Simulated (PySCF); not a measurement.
# Relaxation of sextet IrOF₂

Level of theory: PySCF, UPBE0, basis Ir def2-SVP with ECP60, O def2-SVP, F def2-SVP (scalar-relativistic core potentials, no spin–orbit coupling, density fitting). A (50,194) grid was used.

A start displaced from a saddle point along its imaginary mode, with no symmetry imposed:

```xyz
4
charge 0 multiplicity 6, angstrom
Ir   -0.0276   -0.0459   -0.1119
O    -1.7935    0.2500   -0.3812
F    -0.0794    0.0581    1.8632
F     1.8693    0.1975   -0.4059
```

At each step, columns x, y, z (Å) and Fx, Fy, Fz (eV/Å):

```
step 0  E − E(last) = 1.61 kJ/mol
Ir  -0.028  -0.046  -0.112  -0.396   0.176  -0.033
O   -1.793   0.250  -0.381   0.830  -0.124   0.083
F   -0.079   0.058   1.863   0.039  -0.010  -0.110
F    1.869   0.198  -0.406  -0.473  -0.042   0.060
step 1  E − E(last) = 0.28 kJ/mol
Ir  -0.032  -0.044  -0.108   0.020  -0.112  -0.018
O   -1.766   0.249  -0.385  -0.220   0.055  -0.023
F   -0.074   0.057   1.862   0.017   0.012   0.052
F    1.841   0.197  -0.404   0.182   0.044  -0.011
step 2  E − E(last) = 0.07 kJ/mol
Ir  -0.034  -0.061  -0.115  -0.010  -0.020   0.030
O   -1.771   0.256  -0.382   0.006   0.008  -0.016
F   -0.070   0.061   1.856   0.021  -0.001  -0.011
F    1.845   0.204  -0.396  -0.018   0.013  -0.003
step 3  E − E(last) = 0.04 kJ/mol
Ir  -0.036  -0.069  -0.115  -0.012  -0.008   0.028
O   -1.771   0.260  -0.383   0.020   0.001  -0.012
F   -0.066   0.062   1.855   0.013  -0.003  -0.008
F    1.842   0.207  -0.392  -0.021   0.010  -0.008
step 4  E − E(last) = 0.01 kJ/mol
Ir  -0.039  -0.080  -0.113   0.000  -0.001   0.010
O   -1.770   0.265  -0.389   0.012  -0.004   0.001
F   -0.059   0.063   1.855  -0.001  -0.001   0.002
F    1.836   0.212  -0.389  -0.010   0.006  -0.012
step 5  E − E(last) = 0.00 kJ/mol
Ir  -0.039  -0.082  -0.112   0.003  -0.003   0.004
O   -1.768   0.266  -0.390   0.001  -0.003   0.003
F   -0.059   0.063   1.857  -0.002   0.000   0.003
F    1.835   0.213  -0.391  -0.002   0.006  -0.010
```

It ends at C1 with Ir–F 1.918 Å, Ir–F 1.974 Å, Ir–O 1.786 Å; F–Ir–F 98.3°, F–Ir–O 97.5°, F–Ir–O 153.3°. No frequency check is given, so it may be a saddle point. Other isomers or separated fragments may lie lower.

Other spin states or occupations of the open shell can lie lower. At this level a doublet minimum of C2v symmetry lies 265 kJ/mol below this structure. No spin–orbit coupling is included, which matters more the heavier the element.

The relaxation took 30 s on 2 threads of a shared Intel Xeon @ 2.70GHz host, with 74 basis functions and 6 gradients; the process peaked at 0.9 GiB.
